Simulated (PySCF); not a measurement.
A PySCF script (with the pyscf-properties extension) for the NMR shieldings of `CCC(CC)SC`, C6H14S, on a GFN2-xTB geometry:

```python
import basis_set_exchange as bse
import numpy as np
from pyscf import gto, dft
from pyscf.prop import nmr

atoms = """
C     2.533289    0.708408    0.021078
C     1.406713   -0.120990   -0.580838
C     0.265886   -0.369694    0.402505
C    -0.809008   -1.282284   -0.182480
C    -1.905693   -1.618758    0.819503
S    -0.441408    1.200001    1.043490
C    -1.117800    1.979683   -0.450384
H     2.957338    0.201277    0.884591
H     2.163552    1.677640    0.346043
H     3.321806    0.865212   -0.710826
H     1.798416   -1.092909   -0.893161
H     1.018558    0.373600   -1.474622
H     0.666779   -0.821784    1.314697
H    -1.245361   -0.812892   -1.067589
H    -0.323247   -2.204808   -0.512359
H    -2.397494   -0.713731    1.167561
H    -2.650907   -2.265614    0.362860
H    -1.485106   -2.129161    1.682945
H    -1.551918    2.918332   -0.122456
H    -1.889301    1.352140   -0.885793
H    -0.324015    2.173274   -1.165236
"""
names = dict.fromkeys(["C", "S", "H"], "pcSseg-1")
basis = {el: gto.basis.parse(bse.get_basis(n, elements=[el], fmt="nwchem")) for el, n in names.items()}
mol = gto.M(atom=atoms, basis=basis, charge=0, verbose=0)
mf = dft.RKS(mol, xc="PBE0")
mf.grids.level = 2
mf.grids.alignment = dft.numint.BLKSIZE   # the property module wants whole blocks of grid points
mf.conv_tol = 1e-9
mf.kernel()

calc = nmr.RKS(mf)   # GIAO
C = mf.mo_coeff
Co = C[:, mf.mo_occ > 0]
resp = mf.gen_response(singlet=True, hermi=2)
def vind(x):   # induced exchange potential for any number of trial vectors
    d = np.einsum("pi,xij,qj->xpq", C, 2 * x.reshape(-1, C.shape[1], Co.shape[1]), Co, optimize=True)
    return np.einsum("xpq,pi,qj->xij", resp(d - d.transpose(0, 2, 1)), C, Co, optimize=True).ravel()
mo1, _ = nmr.rhf.solve_mo1(calc, with_cphf=vind)
sigma = calc.kernel(mo1)
for i, s in enumerate(sigma):   # ppm
    w = np.linalg.eigvalsh((s + s.T) / 2)
    print("%2d %-2s iso %8.1f  s11 %8.1f  s22 %8.1f  s33 %8.1f" % (i, mol.atom_pure_symbol(i), w.mean(), *w))
```

Q: What does it print?

A: 
```
 0 C  iso    171.9  s11    160.4  s22    168.5  s33    186.8
 1 C  iso    157.8  s11    137.5  s22    158.9  s33    177.1
 2 C  iso    130.4  s11    110.0  s22    132.6  s33    148.7
 3 C  iso    157.8  s11    137.5  s22    158.8  s33    177.1
 4 C  iso    171.9  s11    160.4  s22    168.4  s33    186.8
 5 S  iso    580.7  s11    404.7  s22    548.8  s33    788.4
 6 C  iso    178.2  s11    170.5  s22    174.0  s33    190.0
 7 H  iso     31.0  s11     26.6  s22     28.5  s33     37.9
 8 H  iso     29.6  s11     23.5  s22     31.5  s33     33.9
 9 H  iso     30.7  s11     25.9  s22     27.4  s33     38.6
10 H  iso     30.3  s11     24.4  s22     30.2  s33     36.3
11 H  iso     30.3  s11     26.6  s22     30.1  s33     34.2
12 H  iso     29.8  s11     25.9  s22     28.3  s33     35.1
13 H  iso     30.3  s11     26.6  s22     30.1  s33     34.2
14 H  iso     30.3  s11     24.4  s22     30.2  s33     36.3
15 H  iso     29.6  s11     23.5  s22     31.4  s33     33.9
16 H  iso     30.7  s11     25.9  s22     27.4  s33     38.6
17 H  iso     31.0  s11     26.6  s22     28.5  s33     37.9
18 H  iso     30.3  s11     25.0  s22     26.7  s33     39.2
19 H  iso     29.9  s11     23.5  s22     29.1  s33     37.0
20 H  iso     29.9  s11     23.5  s22     29.1  s33     37.0
```

These numbers come from an equivalent density-fitted implementation of the same equations, which agrees with the script to about 0.01 ppm for H and up to a few tenths of a ppm for heavy atoms, so last digits may differ.

Q: Turn these shieldings into chemical shifts. Shifts are taken against calculated references (same method and geometry level): TMS for 13C (186.93 ppm), 1H (31.72 ppm); CS2 for 33S (503.73 ppm).

A: Averaging equivalent atoms: C 2: 56.5; C 1/3: 29.1; C 0/4: 15.1; C 6: 8.8; S 5: -77; H 12: 1.96; H 18/19/20: 1.71; H 11/13: 1.43; H 10/14: 1.43; H 7/8/9/15/16/17: 1.28 ppm. 

Size and cost of the density-fitted run: 196 basis functions, 25 s wall time on 1 thread of an Arm Neoverse V2, shared host; peak memory 0.87 GiB.
